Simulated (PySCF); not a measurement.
## A thermochemical cycle for Pb2

r²SCAN in PySCF with def2-SVP on every atom (core potentials on Pb), for the lowest determinant that a PBE0 search found; no spin–orbit coupling. Pb2, a triplet (π ↑↑), has De = 2.14 eV to neutral atoms, and Pb₂⁺, a quartet (σ ↑, π ↑↑), has De = 2.69 eV to Pb⁺ + Pb.

At the same level the Pb atom ionises at 7.10 eV.

Question: What is the adiabatic ionisation energy of the molecule, and does ionisation strengthen or weaken the bond?

Answer: IE = IE(Pb) + De(neutral) − De(ion) = 7.10 + 2.14 − 2.69 = 6.55 eV. De changes by +0.55 eV, so ionisation strengthens the bond.

These are scalar-relativistic numbers at best; spin–orbit coupling would shift them, the dissociation energy most. States were picked by a PBE0 search and need not be the measured ground states.
